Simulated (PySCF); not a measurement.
HO3S, SMILES O=S(=O)=[OH+], charge +1. Coordinates come from a PBE0-D3(BJ)/def2-SVP optimisation. The isomer is the one that the SMILES or the coordinates give; other isomers of the formula were not compared.

All values below come from PBE0-D3(BJ)/def2-SVP run with PySCF.

Harmonic wavenumbers (cm⁻¹): 435, 437, 472, 513, 938, 1087, 1280, 1562, 3586. Rotational constants (GHz): 9.857, 9.265, 4.776; symmetry number 1.

### Question
Work out the zero-point energy and the ideal-gas rigid-rotor harmonic-oscillator thermochemistry at 298.15 K and 1 atm.

### Answer
ZPE = ½ Σ hcν = ½ × 10309 cm⁻¹ = 61.66 kJ/mol. H − E(el) = 74.47 kJ/mol. Entropy in J/(mol K): translation 163.56, rotation 100.89, vibration 13.65, total 278.11. G − E(el) = -8.45 kJ/mol. Cp = 59.53 J/(mol K).
